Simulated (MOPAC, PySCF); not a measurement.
Bond stretch in MgH, doublet.

- UKS-PBE = unrestricted PBE/cc-pVTZ in PySCF
- ROHF/cc-pVTZ (PySCF)
- UKS-B3LYP/6-31G* = PySCF 2.14.0 with unrestricted B3LYP/6-31G*, spherical d
- PM3, unrestricted, heats of formation (MOPAC)

Energies are in kJ/mol, each relative to the lowest point of its own curve near equilibrium.

```json
[
 {"R / Å": "1.32", "UKS-PBE": "121.7", "ROHF": "123.3", "UKS-B3LYP/6-31G*": "124.3", "PM3": "87.2"},
 {"R / Å": "1.39", "UKS-PBE": "77.4", "ROHF": "76.9", "UKS-B3LYP/6-31G*": "79.0", "PM3": "60.1"},
 {"R / Å": "1.48", "UKS-PBE": "38.7", "ROHF": "36.8", "UKS-B3LYP/6-31G*": "39.5", "PM3": "30.9"},
 {"R / Å": "1.57", "UKS-PBE": "15.5", "ROHF": "13.4", "UKS-B3LYP/6-31G*": "15.8", "PM3": "10.2"},
 {"R / Å": "1.64", "UKS-PBE": "5.5", "ROHF": "3.9", "UKS-B3LYP/6-31G*": "5.6", "PM3": "1.7"},
 {"R / Å": "1.68", "UKS-PBE": "2.2", "ROHF": "1.1", "UKS-B3LYP/6-31G*": "2.2", "PM3": "0.0"},
 {"R / Å": "1.74", "UKS-PBE": "0.0", "ROHF": "0.0", "UKS-B3LYP/6-31G*": "0.0", "PM3": "1.9"},
 {"R / Å": "1.78", "UKS-PBE": "0.0", "ROHF": "1.0", "UKS-B3LYP/6-31G*": "0.1", "PM3": "5.8"},
 {"R / Å": "1.85", "UKS-PBE": "2.5", "ROHF": "5.4", "UKS-B3LYP/6-31G*": "2.7", "PM3": "17.1"},
 {"R / Å": "1.91", "UKS-PBE": "6.4", "ROHF": "11.3", "UKS-B3LYP/6-31G*": "6.8", "PM3": "29.6"},
 {"R / Å": "2.00", "UKS-PBE": "14.5", "ROHF": "23.1", "UKS-B3LYP/6-31G*": "15.4", "PM3": "49.4"},
 {"R / Å": "2.15", "UKS-PBE": "31.7", "ROHF": "48.0", "UKS-B3LYP/6-31G*": "33.4", "PM3": "75.5"},
 {"R / Å": "2.38", "UKS-PBE": "60.3", "ROHF": "91.9", "UKS-B3LYP/6-31G*": "62.8", "PM3": "98.9"},
 {"R / Å": "2.63", "UKS-PBE": "87.7", "ROHF": "—", "UKS-B3LYP/6-31G*": "89.9", "PM3": "125.7"},
 {"R / Å": "2.90", "UKS-PBE": "109.2", "ROHF": "—", "UKS-B3LYP/6-31G*": "110.3", "PM3": "151.4"},
 {"R / Å": "3.13", "UKS-PBE": "121.0", "ROHF": "—", "UKS-B3LYP/6-31G*": "121.4", "PM3": "162.3"},
 {"R / Å": "3.48", "UKS-PBE": "130.3", "ROHF": "—", "UKS-B3LYP/6-31G*": "130.8", "PM3": "169.4"},
 {"R / Å": "3.85", "UKS-PBE": "133.1", "ROHF": "—", "UKS-B3LYP/6-31G*": "134.9", "PM3": "173.1"},
 {"R / Å": "4.24", "UKS-PBE": "133.8", "ROHF": "—", "UKS-B3LYP/6-31G*": "136.5", "PM3": "175.1"},
 {"R / Å": "4.72", "UKS-PBE": "134.1", "ROHF": "—", "UKS-B3LYP/6-31G*": "137.3", "PM3": "176.3"},
 {"R / Å": "5.26", "UKS-PBE": "134.2", "ROHF": "—", "UKS-B3LYP/6-31G*": "137.7", "PM3": "176.9"},
 {"R / Å": "6.05", "UKS-PBE": "134.4", "ROHF": "—", "UKS-B3LYP/6-31G*": "138.0", "PM3": "177.1"},
 {"R / Å": "6.92", "UKS-PBE": "134.5", "ROHF": "—", "UKS-B3LYP/6-31G*": "138.1", "PM3": "177.1"}
]
```

At the longest distance, 6.92 Å, PM3 lies highest above its minimum (177.1 kJ/mol) and UKS-PBE lowest (134.5 kJ/mol).

Dashes: no converged value, or the column stops at the first point that the program doubted or that broke a chosen test of continuity, which isn't proof of a fault.
